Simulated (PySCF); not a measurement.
H2O4W, SMILES [O]=[W]([OH])(=[O])[OH], multiplicity 1. Coordinates come from a r2SCAN-D4/def2-SVP optimisation. The multiplicity is an assumed one; other spin states were not compared. The isomer is the one that the SMILES or the coordinates give; other isomers of the formula were not compared. The def2 effective core potentials stand for the cores of W; spin–orbit coupling is left out. Other conformers were not sampled.

### Question
Give the equilibrium geometry at r2SCAN-D4/def2-SVP (PySCF confirms it by a frequency run) as a Z-matrix, and its point group. (The exact figures need the calculation; the answer reports its results.)

### Answer
Several could match; the one computed here: point group C2.
```
W
O 1 1.7164
O 1 1.7164 2 107.67
O 1 1.8890 2 108.96 3 118.95
H 4 0.9662 1 128.12 2 -121.06
O 1 1.8890 2 109.73 3 -118.46
H 6 0.9662 1 128.12 2 -3.40
```
Charge 0, spin multiplicity 1.
